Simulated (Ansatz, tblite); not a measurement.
Removing and adding an electron: (MoO3)3 (Mo₃O₉). Total charge 0; singlet. Geometry: PBE-D4/def2-SVP. Ansatz, gas phase; energy differences of separate SCF runs; the oxidised species was run as a doublet alone; the reduced species was run as a doublet alone.

```xyz
12

O    -0.1044   -0.0875   -3.3263
Mo   -0.1535    0.7833   -1.8767
O    -0.3527    2.4154   -2.2748
O     1.4132    0.5031   -0.8396
Mo    1.8308   -0.1947    0.8770
O     2.8395   -1.5485    0.7688
O     2.6228    0.9493    1.8394
O     0.1282   -0.6483    1.5869
Mo   -1.6777   -0.5847    1.0013
O    -2.6294    0.3722    2.0214
O    -2.3734   -2.1262    0.9609
O    -1.5434    0.1665   -0.7383
```

In the def2 sets Mo takes a core potential; there is no spin–orbit coupling. The xTB rows come from tblite. HOMO above LUMO, or a gap near zero within one spin, warns that the state may not be the lowest or that an electron is smeared out.

```csv
level,−HOMO (eV),vertical IE (eV),−LUMO (eV),vertical EA (eV),HOMO–LUMO gap (eV),IE − EA (eV),remarks
GFN1-xTB,13.90,16.22,9.25,6.97,4.66,9.25,–
GFN2-xTB,13.97,16.28,10.59,8.17,3.39,8.11,–
PBE-D4/def2-TZVP,8.42,–,4.96,2.70,3.45,–,gap within one spin near zero (-1 doublet)
B97M-V/def2-TZVP,8.88,–,4.96,2.76,3.92,–,–
PBE0-D4/def2-TZVP,10.08,11.63,4.37,2.89,5.71,8.74,–
```

Run but left out: PBE-D4/def2-TZVP, B97M-V/def2-TZVP (charge +1 doublet: an occupied level 0.01 eV above an empty one).   Raw xTB energy differences between charge states are shifted by several eV; the methods need an empirical correction for them. Sets without diffuse functions give affinities that are too small.
